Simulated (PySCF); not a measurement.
## Scandium: a sound run and one with changed settings

Sound run: Sc [Ar] 3d1 4s2, Sc⁺ [Ar] 3d1 4s1. All numbers are calculated (PySCF 2.14, no relativity, point nucleus, in cc-pVDZ (6s5p3d1f, 43 functions)). The sound run starts from symmetry-adapted Hartree-Fock orbitals and uses a fine grid where one is needed.

Changed run: radial step 0.8 in ln r (0.13 in the sound run). This setting is unsound on purpose.

```csv
species,method,sound run (hartree),changed run (hartree),converged
Sc,UHF,-759.73789,-759.73789,yes
Sc,LDA,-758.66906,-758.55396,yes
Sc,M06-2X,-760.61349,-760.44509,yes
Sc⁺,UHF,-759.54057,-759.54057,yes
Sc⁺,LDA,-758.42452,-758.30195,yes
Sc⁺,M06-2X,-760.36448,-760.20503,yes
```

Ionisation energy of Sc:

```json
{"method": "UHF", "sound run (eV)": "5.369", "changed run (eV)": "5.369"}
{"method": "LDA", "sound run (eV)": "6.654", "changed run (eV)": "6.858"}
{"method": "M06-2X", "sound run (eV)": "6.776", "changed run (eV)": "6.532"}
```

A coarse radial grid mis-integrates the density and the exchange-correlation energy, with errors of either sign; Hartree-Fock needs no grid.

For comparison, NIST gives 6.561 eV between the lowest levels.
